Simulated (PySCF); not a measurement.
A side-by-side comparison of computed properties.

First species: C2H10GeNP.
Atom-mapped SMILES: `[CH3:1][N:2]([CH3:3])[GeH2:4][PH2:5]` (hydrogens: H6, H7, H8 on C1; H9, H10, H11 on C3; H12, H13 on Ge4; H14, H15 on P5)

Second species: C₂H₁₁NSi₂.
Z-matrix (Å and degrees, PBE0-D3(BJ)/def2-SVP geometry), rows numbered from 1:
```
C 
N   1  1.4406
C   2  1.4409  1  114.33
Si  2  1.7415  1  120.41  3  -154.80
Si  4  2.3598  2  113.77  1    77.70
H   1  1.1057  2  110.57  3   -57.15
H   1  1.1101  2  113.33  3    63.11
H   1  1.1009  2  110.66  3  -175.93
H   3  1.1100  2  113.28  1   -62.66
H   3  1.1059  2  110.61  1    57.65
H   3  1.1009  2  110.65  1   176.46
H   4  1.4967  2  107.96  1   -43.00
H   4  1.4970  2  108.09  1  -161.79
H   5  1.4983  4  110.42  2   -59.58
H   5  1.4980  4  111.96  2   179.77
H   5  1.4983  4  110.33  2    59.25
```

Levels: CAM-B3LYP/def2-SVPD for dipole moment, HOMO energy, LUMO energy, HOMO–LUMO gap, static isotropic polarisability and electronic spatial extent ⟨r²⟩ about the centre of nuclear charge; TDDFT CAM-B3LYP/def2-SVPD for lowest singlet excitation; TDA CAM-B3LYP/def2-SVPD for lowest triplet excitation (Tamm–Dancoff); ΔSCF CAM-B3LYP/def2-SVPD for vertical ionisation energy; PBE0-D3(BJ)/def2-SVP for rotational constant A and rotational constant C. Geometries: PBE0-D3(BJ)/def2-SVP. Each species is one conformer at its optimised geometry, gas phase, non-relativistic unless stated; the electronic structure was computed with PySCF and density fitting.

The conformers computed, where there is a choice (atom-mapped SMILES and torsion angles):
- `[CH3:1][N:2]([CH3:3])[GeH2:4][PH2:5]`: C1–N2–Ge4–P5 174°, H–P5–Ge4–N2 -169°, H–P5–Ge4–N2 98°
- `[CH3:1][N:2]([CH3:3])[SiH2:4][SiH3:5]`: C1–N2–Si4–Si5 78°

Values for the first species:

| Property | Result |
| --- | --- |
| Dipole moment | 0.88 D |
| HOMO energy | -7.56 eV |
| LUMO energy | 0.77 eV |
| HOMO–LUMO gap | 8.33 eV |
| Lowest singlet excitation | 5.47 eV |
| Lowest triplet excitation (Tamm–Dancoff) | 5.30 eV |
| Static isotropic polarisability | 94.6 au |
| Vertical ionisation energy | 8.12 eV |
| Electronic spatial extent ⟨r²⟩ about the centre of nuclear charge | 995 bohr² |
| Rotational constant A | 4.176 GHz |
| Rotational constant C | 1.230 GHz |

Estimate the same properties for the second species, and the change in each.

```tsv
property	first	second	second less first
dipole moment	0.88 D	0.98 D	+0.10 D
HOMO energy	-7.56 eV	-7.52 eV	+0.04 eV
LUMO energy	0.77 eV	0.96 eV	+0.19 eV
HOMO–LUMO gap	8.33 eV	8.48 eV	+0.15 eV
lowest singlet excitation	5.47 eV	5.27 eV	-0.20 eV
lowest triplet excitation (Tamm–Dancoff)	5.30 eV	4.92 eV	-0.38 eV
static isotropic polarisability	94.6 au	93.4 au	-1.2 au
vertical ionisation energy	8.12 eV	8.11 eV	-0.01 eV
electronic spatial extent ⟨r²⟩ about the centre of nuclear charge	995 bohr²	943 bohr²	-52 bohr²
rotational constant A	4.176 GHz	4.591 GHz	+0.415 GHz
rotational constant C	1.230 GHz	1.536 GHz	+0.306 GHz
```

On the first: The ΔSCF ionisation energy exceeds −ε(HOMO) by 0.56 eV with CAM-B3LYP. The principal polarisabilities are 79.6, 91.7 and 112.4 au; their mean is the isotropic value. The calculation is non-relativistic and has no spin–orbit coupling, an omission that weighs most on germanium.

On the second: No computed singlet falls in the visible range (750 to 380 nm, 1.65 to 3.26 eV); S1 lies 2.01 eV above its blue end. S1 lies 3.21 eV below the HOMO–LUMO gap; its leading configuration is HOMO→LUMO, weight 0.86.
